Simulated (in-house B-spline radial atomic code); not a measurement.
Ionising Ga7+ with different functionals

Computed with an all-electron radial atomic-structure program (B-spline basis): scalar-relativistic (spin-free X2C) Hamiltonian, Fermi nucleus of rms radius 3.9973 fm, spin-polarised at highest spin, spherical fractional occupations for the functionals, the average over the highest-spin determinants for Hartree-Fock. The ionisation energy is the difference of two self-consistent energies, [Ar] 3d6 → [Ar] 3d5, without Breit or QED terms; ε is the level of the shell that loses the electron (its least bound occupied spin orbital). There is no spin-orbit coupling in this Hamiltonian.

Hybrids are left out here: with spherical fractional occupations of an open shell their exact exchange keeps a self-interaction that integer-occupation calculations don't have.

```csv
method,rung,ΔSCF (eV),-ε(3d) (eV)
Hartree-Fock,Hartree-Fock,167.80,170.54
LDA VWN5,LDA,170.87,155.82
LDA PW92,LDA,170.86,155.81
LDA exchange-only,LDA,?,?
PBE,GGA,170.35,155.35
PBEsol,GGA,170.31,155.30
BLYP,GGA,170.33,155.29
RPBE,GGA,170.20,155.21
PW91,GGA,170.58,155.56
BP86,GGA,?,?
AM05,GGA,170.36,155.36
OLYP,GGA,170.54,155.60
TPSS,meta-GGA,169.99,155.05
SCAN,meta-GGA,168.93,154.28
r2SCAN,meta-GGA,169.03,154.40
revTPSS,meta-GGA,169.63,154.75
```

(1) What does LDA exchange-only give?

(2) What does BP86 give?

(3) How do they compare with the NIST value?

## Answers

(1) ΔSCF 168.18 eV, and -ε(3d) = 153.25 eV.

(2) ΔSCF 170.56 eV, and -ε(3d) = 155.52 eV.

(3) NIST lists 170 eV ± 1.7 (tabulated theory, ground level to ground level). Errors run from -2.10 to +0.97 eV; all lie within about twice that uncertainty, so the table can't rank the methods. Hartree-Fock also lacks correlation.
